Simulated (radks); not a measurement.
Se+, configuration [Ar] 3d10 4s2 4p3.

Calculated with a radial shooting solver on a logarithmic mesh with Libxc functionals: non-relativistic Kohn-Sham, PBEsol, spin-polarised, spherical densities, point nucleus; open shells are filled with parallel spins first; hard spherical wall at 20 bohr.

Energy parts (eV):
total: -65286.130
kinetic: 65242.917
electron-nucleus: -155861.932
Hartree: 27642.362
exchange-correlation: -2309.477

Orbitals (lengths in bohr, moments of r in powers of bohr):
orbital,occ.,eigenvalue (eV),<1/r>
1s up,1,-12302.14,33.48
1s down,1,-12301.97,33.48
2s up,1,-1570.951,7.399
2s down,1,-1570.860,7.399
2p up,3,-1412.094,7.378
2p down,3,-1411.936,7.378
3s up,1,-216.0704,2.424
3s down,1,-215.8535,2.425
3p up,3,-161.4742,2.310
3p down,3,-161.2234,2.311
3d up,5,-64.8067,2.034
3d down,5,-64.4523,2.041
4s up,1,-27.2330,0.7414
4s down,1,-24.4131,0.7479
4p up,3,-16.4045,0.6184
4p down,0,-13.5861,0.6111

The highest occupied level is 4p up at -16.405 eV. Spin moment in Bohr magnetons: 3.
